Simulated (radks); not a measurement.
Effect of the nuclear size on the hafnium ion Hf+, [Xe] 4f14 5d1 6s2. All-electron calculation, Dirac Kohn-Sham, relativistic LDA (MacDonald-Vosko exchange, VWN5 correlation), spin-unpolarised, spherical densities, finite nucleus; open shells fill j = l - 1/2 first; Fermi nuclear charge, rms radius 5.347 fm. Program: a radial shooting solver on a logarithmic mesh with Libxc functionals. The rms radius is varied about that value; shifts are against it.

rms radius (fm)  total energy shift (eV)  density at nucleus (e/bohr^3)  1s1/2 shift (meV)  2s1/2 shift (meV)  5p1/2 shift (meV)  6s1/2 shift (meV)  5d3/2 shift (meV)  6p1/2 (empty) shift (meV)  7s1/2 (empty) shift (meV)
4.7267                             -10.5                      1.241e+06              -4240               -586              0.477             -0.411              0.402                      0.170                     -0.054
5.1278                             -3.80                      1.208e+06              -1540               -213              0.173             -0.149              0.146                      0.062                     -0.020
5.347                                  0                      1.192e+06              0.000              0.000              0.000              0.000              0.000                      0.000                      0.000
5.5662                              3.91                      1.176e+06               1580                219             -0.178              0.153             -0.150                     -0.063                      0.020
6.5768                              23.3                      1.114e+06               9410               1300              -1.06              0.912             -0.893                     -0.377                      0.120

Slopes of the eigenvalues against <r^2> in GHz/fm^2, as finite differences over the two radii next to the reference (eigenvalue slopes, not the field-shift constants of lines): 1s1/2 161000, 2s1/2 22200, 5p1/2 -18.1, 6s1/2 15.6, 5d3/2 -15.3, 6p1/2 (empty) -6.44, 7s1/2 (empty) 2.04.
